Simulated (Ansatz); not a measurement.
Relaxation of BCl₂H₃O (7 atoms, charge 0, multiplicity 1), to a largest force component of 0.03 eV/Å in at most 50 steps.

Computed with RKS PBE0-D4/6-31G* in Ansatz 0.2.0.

```xyz
7
Properties=species:S:1:pos:R:3
B -0.003 0.350 0.043
Cl -0.084 0.601 1.847
H 1.063 0.284 -0.470
Cl -1.466 0.472 -0.902
O -0.026 -2.209 0.492
H -0.889 -2.524 0.192
H -0.179 -1.936 1.426
```

**Question.** Where does it end, and by what steps?

**Answer.** The forces met the threshold. The force dipped under the threshold on the way, but the program's further checks kept it going. After 16 steps the energy has fallen by 0.490 eV; H6 moved furthest, 0.53 Å. Joined: B1–O5 (2.60 → 1.66 Å).

```json
{"step": "0", "energy less start (eV)": "0.0000", "largest force component (eV/Å)": "1.082", "accepted": "yes"}
{"step": "1", "energy less start (eV)": "-0.0569", "largest force component (eV/Å)": "2.334", "accepted": "yes"}
{"step": "2", "energy less start (eV)": "-0.2437", "largest force component (eV/Å)": "1.710", "accepted": "yes"}
{"step": "3", "energy less start (eV)": "-0.4070", "largest force component (eV/Å)": "1.297", "accepted": "yes"}
{"step": "4", "energy less start (eV)": "-0.4640", "largest force component (eV/Å)": "0.718", "accepted": "yes"}
{"step": "5", "energy less start (eV)": "-0.4858", "largest force component (eV/Å)": "0.219", "accepted": "yes"}
{"step": "6", "energy less start (eV)": "-0.4855", "largest force component (eV/Å)": "0.328", "accepted": "no"}
{"step": "7", "energy less start (eV)": "-0.4884", "largest force component (eV/Å)": "0.050", "accepted": "yes"}
{"step": "8", "energy less start (eV)": "-0.4888", "largest force component (eV/Å)": "0.010", "accepted": "yes"}
{"step": "9", "energy less start (eV)": "-0.4888", "largest force component (eV/Å)": "0.064", "accepted": "yes"}
{"step": "10", "energy less start (eV)": "-0.4890", "largest force component (eV/Å)": "0.039", "accepted": "yes"}
{"step": "11", "energy less start (eV)": "-0.4893", "largest force component (eV/Å)": "0.015", "accepted": "yes"}
{"step": "12", "energy less start (eV)": "-0.4634", "largest force component (eV/Å)": "1.036", "accepted": "no"}
{"step": "13", "energy less start (eV)": "-0.4893", "largest force component (eV/Å)": "0.013", "accepted": "yes"}
{"step": "14", "energy less start (eV)": "-0.4894", "largest force component (eV/Å)": "0.103", "accepted": "yes"}
{"step": "15", "energy less start (eV)": "-0.4896", "largest force component (eV/Å)": "0.036", "accepted": "yes"}
{"step": "16", "energy less start (eV)": "-0.4898", "largest force component (eV/Å)": "0.005", "accepted": "yes"}
```

```xyz
7
Properties=species:S:1:pos:R:3
B -0.015 -0.103 0.152
Cl -0.182 0.557 1.850
H 1.053 0.086 -0.340
Cl -1.438 0.196 -0.942
O -0.092 -1.751 0.375
H -1.019 -2.015 0.221
H 0.108 -1.930 1.313
```

Whether the end is a true minimum wasn't checked by a vibrational analysis.

Time of the run: 52 s on 1 thread of Arm Neoverse V2, on a shared host, peak memory 0.14 GiB.
